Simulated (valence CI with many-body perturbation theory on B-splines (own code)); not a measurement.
Basis-set convergence for Sm XXXII

Calculated by configuration interaction combined with many-body perturbation theory (CI+MBPT): three valence electrons over a frozen Dirac-Fock core [Ar] 3d10, a basis of 9 s, 9 p, 8 d, 6 f, 3 g, 1 h functions for each j, with the one-electron correlation potential Σ1 (screened to all orders), the two-electron term Σ2, the three-electron term Σ3, Breit, model QED; selected single and double excitations, second order for the rest, scaled by the run's own slope (own B-spline code, finite nucleus).

The last digits are not significant, and no measured levels were compared; by estimate large intervals hold to a few tenths of a per cent, small ones and those within an open d or f shell to about a per cent.

The reference run has the lowest level (4s^2 4p1/2) J=1/2 and an ionisation energy of 1227.76 eV. Its largest variational space holds 8628 state functions.

Levels are named by their leading jj configuration (3d3/2^4 stands for four electrons in 3d with j = 3/2), which in mixed levels can hold well under half, so a name can repeat and another be missing. Letters in brackets count levels of one name in rising energy.

Changed runs:
A. basis 6 s, 6 p, 5 d, 3 f, 1 g
B. basis 5 s, 5 p, 4 d, 2 f

Excitation energies of the reference run in cm⁻¹, and shifts in cm⁻¹:

```tsv
Level	Reference	A	B
(4s^2 4p3/2) J=3/2	303924	-21	-35
(4s 4p1/2^2) J=1/2	544563	-46	-137
(4s 4p1/2 4p3/2) J=3/2 [a]	777707	-161	-580
(4s 4p1/2 4p3/2) J=5/2	826052	-63	-165
(4s 4p1/2 4p3/2) J=3/2 [b]	898846	+42	+292
(4s 4p1/2 4p3/2) J=1/2	924543	+80	+447
(4s 4p3/2^2) J=5/2	1106090	-107	-317
(4s 4p3/2^2) J=3/2	1217710	+61	+410
(4s 4p3/2^2) J=1/2	1229030	+125	+717
(4s^2 4d3/2) J=3/2	1291520	+223	+1240
(4s^2 4d5/2) J=5/2	1333760	+202	+1173
(4p1/2^2 4p3/2) J=3/2	1458650	-18	+14
Ionisation energy (eV)	1227.76	-0.021	-0.08
```
